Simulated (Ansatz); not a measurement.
Reaction (formal hydrolysis of a C–Ge bond): `C=C=C[CH2][GeH3]` + H₂O → `C=C=CCO` + GeH₄

Program: Ansatz. Geometries: PBE0-D4/def2-TZVP. ΔE: electronic, gas phase. CBS: MP2 limit from def2 TZ/QZ plus the TZ coupled-cluster correction, frozen cores. This one scheme is used for every species. DFT in def2-TZVPP. For Ge outer-core shells are correlated without core-valence functions, which leaves a few kJ/mol of doubt a bond. Scalar relativity is left out up to krypton. Each species was taken in one conformer, which may not be the lowest.

`C=C=C[CH2][GeH3]`:

Cartesian coordinates in Å:
```
C -0.414 0.507 2.729
C -0.513 -0.054 1.560
C -0.613 -0.609 0.386
C -0.607 0.128 -0.914
Ge 1.094 -0.131 -1.876
H 0.554 0.692 3.186
H -1.294 0.806 3.289
H -0.679 -1.695 0.341
H -0.749 1.198 -0.757
H -1.412 -0.228 -1.563
H 1.031 0.534 -3.264
H 1.361 -1.636 -2.054
H 2.242 0.489 -1.063
```

H₂O:

```xyz
3

O    -0.132    0.022   -0.365
H     0.696    0.365   -0.023
H    -0.563   -0.387    0.388
```

`C=C=CCO`:

Cartesian coordinates in Å:
```
C -0.464 1.872 1.220
C 0.059 1.013 0.397
C 0.562 0.146 -0.435
C -0.162 -1.088 -0.887
O 0.548 -2.267 -0.567
H -0.339 1.771 2.294
H -1.036 2.720 0.860
H 1.569 0.294 -0.820
H -1.174 -1.096 -0.468
H -0.251 -1.089 -1.977
H 0.688 -2.276 0.384
```

GeH₄:

Cartesian coordinates in Å:
```
Ge 0.000 0.000 0.000
H -0.682 -0.681 1.193
H -0.614 1.389 -0.215
H -0.206 -0.850 -1.260
H 1.502 0.142 0.281
```

CCSD(T)/CBS gives +75.8 kJ/mol.

Question: Another level gave +72.1 kJ/mol. Which?
A. SCS-MP2/def2-TZVPP
B. PBE-D4/def2-TZVPP
C. HF/def2-TZVPP
D. PBE/def2-TZVPP

Answer: A. SCS-MP2/def2-TZVPP 72.1, PBE-D4 63.5, PBE 59.0, HF/def2-TZVPP 48.9 kJ/mol.

Largest T1 diagnostic among the species: 0.012.

In def2-TZVPP, CCSD(T) changes the Hartree–Fock value by +21.5 kJ/mol (the triples alone add +1.9 kJ/mol) and MP2 by +32.2 kJ/mol. The D4 term adds +7.2 kJ/mol with B3LYP and +4.1 kJ/mol with PBE0; it sums over pairs of atoms, weighted by their polarisabilities, and B3LYP, whose exchange is more repulsive, gets the larger term.

B3LYP here is the variant with VWN-RPA as its local correlation; programs differ in this.
